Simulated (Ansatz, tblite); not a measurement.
Cost and result up the ladder for Si24AsH34⁻ (59 atoms). The state is a singlet with charge -1. Geometry: r2SCAN-D4/def2-SVP.

```xyz
59

Si    1.4782    0.4322   -2.8141
Si    3.4286   -4.2358   -0.8823
Si   -2.1064    1.7804   -2.5389
Si   -0.0285   -2.6258   -1.1617
Si    0.5271    3.6189   -0.8937
Si    2.7563   -0.7517    0.5501
Si   -2.9720    5.1661   -0.9735
Si   -4.1978    1.9251    0.5415
Si   -1.4996    3.8127    2.2304
Si   -2.2852   -2.2241    2.1715
Si    0.3962   -0.3777    3.8084
Si    1.2038   -3.7582    2.2259
Si   -0.5706    0.6741   -3.9480
Si    2.1936    2.5931   -2.2116
Si   -1.3631    3.9934   -2.2446
Si    1.5207   -4.0226   -2.2386
Si    4.3552   -2.1081   -0.5074
As    0.7998   -0.4584   -0.7373
Si    2.7899   -5.1496    1.1890
Si   -2.1599    1.0351   -0.2465
Si   -0.7316   -3.4964    0.9119
Si   -0.4401    2.2373    0.8297
Si    2.0532   -1.6010    2.6323
Si   -3.5205    4.1122    1.0699
Si   -1.6973   -0.0072    2.7616
H     2.5030   -0.3336   -3.6018
H     4.4391   -5.1270   -1.5512
H    -3.4461    1.7489   -3.2240
H    -1.2036   -2.4065   -2.0695
H     1.0926    4.9194   -0.3899
H     3.3147    0.6327    0.7051
H    -4.2223    5.3336   -1.7921
H    -2.4635    6.5526   -0.6906
H    -5.2258    1.9673   -0.5555
H    -4.8149    1.2158    1.7063
H    -0.7354    5.1083    2.2517
H    -1.7056    3.3908    3.6531
H    -3.5525   -2.2562    1.3549
H    -2.5452   -3.1864    3.3058
H     1.0690    0.9247    4.1618
H     0.3801   -1.1540    5.1033
H     0.8173   -4.3836    3.5380
H    -0.3377    1.4366   -5.2231
H    -1.0901   -0.6770   -4.3483
H     2.4819    3.3827   -3.4586
H     3.4877    2.5047   -1.4548
H    -1.1011    4.7551   -3.5150
H     1.9066   -3.4432   -3.5688
H     0.9396   -5.3845   -2.4970
H     4.7656   -1.4938   -1.8144
H     5.5971   -2.2483    0.3274
H     2.2320   -6.5265    0.9643
H     4.0126   -5.3078    2.0478
H    -2.1816   -0.4573   -0.2848
H    -1.2778   -4.8681    0.6063
H     0.6981    1.5503    1.5112
H     3.3065   -1.7395    3.4588
H    -4.5504    4.9535    1.7730
H    -2.5198    0.0521    4.0466
```

Ansatz on 4 threads of AMD EPYC 7R13 on a shared host and a share (37 GiB) of an NVIDIA H100 80GB HBM3; xTB runs through tblite on one thread. Times are rough, summed over both states, and most runs start from the orbitals of an earlier one. PBE0-D4/def2-TZVP serves as the yardstick here, not as an exact answer. The other state is a doublet.

The xTB rows come from tblite. Single mean-field runs in def2-TZVP are fitted with def2-universal-jkfit.

Raw xTB energies of ions are shifted by several eV.

```csv
level,functions,vertical IE (eV),difference from PBE0-D4/def2-TZVP (eV)
GFN2-xTB,259,6.83,3.32
PBE0-D4/def2-TZVP,1140,3.51,0.00
PBE-D4/def2-TZVP,1140,3.49,-0.01
r2SCAN-D4/def2-TZVP (with forces),1140,3.41,-0.10
GFN1-xTB,293,9.18,5.68
```

(1) Estimate how long each takes.

## Answers

(1) GFN1-xTB 1.5 s; GFN2-xTB 2.1 s; PBE-D4/def2-TZVP 24 s; r2SCAN-D4/def2-TZVP (with forces) 29 s; PBE0-D4/def2-TZVP 35 s. On shared hardware such times vary by a factor of up to 3.
